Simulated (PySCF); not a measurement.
A side-by-side comparison of computed properties.

First species: FGaH2.
Atom-mapped SMILES: `[F:1][GaH2:2]` (hydrogens: H3, H4 on Ga2)

Second species: Ge(iPr)2H2, C₆H₁₆Ge.
SMILES: `[H][Ge]([H])([CH](C)C)[CH](C)C`

Levels: CAM-B3LYP/def2-SVPD for HOMO energy, LUMO energy, HOMO–LUMO gap and static isotropic polarisability; TDDFT CAM-B3LYP/def2-SVPD for lowest singlet excitation; TDA CAM-B3LYP/def2-SVPD for lowest triplet excitation (Tamm–Dancoff). Geometries: PBE0-D3(BJ)/def2-SVP. Each species is one conformer at its optimised geometry, gas phase, non-relativistic unless stated; the electronic structure was computed with PySCF and density fitting.

Values for the first species:

- HOMO energy: -10.44 eV
- LUMO energy: -0.83 eV
- HOMO–LUMO gap: 9.61 eV
- Lowest singlet excitation: 5.74 eV
- Lowest triplet excitation (Tamm–Dancoff): 5.27 eV
- Static isotropic polarisability: 29.0 au

(1) Estimate the same properties for the second species, and the change in each.

Results:

(1) 
```
                                property      first    second  second less first
                             HOMO energy  -10.44 eV  -8.74 eV           +1.70 eV
                             LUMO energy   -0.83 eV   1.18 eV           +2.01 eV
                           HOMO–LUMO gap    9.61 eV   9.92 eV           +0.31 eV
               lowest singlet excitation    5.74 eV   7.18 eV           +1.44 eV
lowest triplet excitation (Tamm–Dancoff)    5.27 eV   7.05 eV           +1.78 eV
         static isotropic polarisability    29.0 au  106.6 au           +77.6 au
```

On the first: The principal polarisabilities are 23.8, 29.7 and 33.6 au; their mean is the isotropic value. S1 lies 3.87 eV below the HOMO–LUMO gap; its leading configuration is HOMO→LUMO, weight 0.99. The calculation is non-relativistic and has no spin–orbit coupling, an omission that weighs most on gallium.

On the second: The principal polarisabilities are 94.1, 102.2 and 123.4 au; their mean is the isotropic value. The polarisability is 15.79 Å³ as a volume (1 au = 0.148185 Å³), or 1.27 au for each of the 84 electrons. The calculation is non-relativistic and has no spin–orbit coupling, an omission that weighs most on germanium.
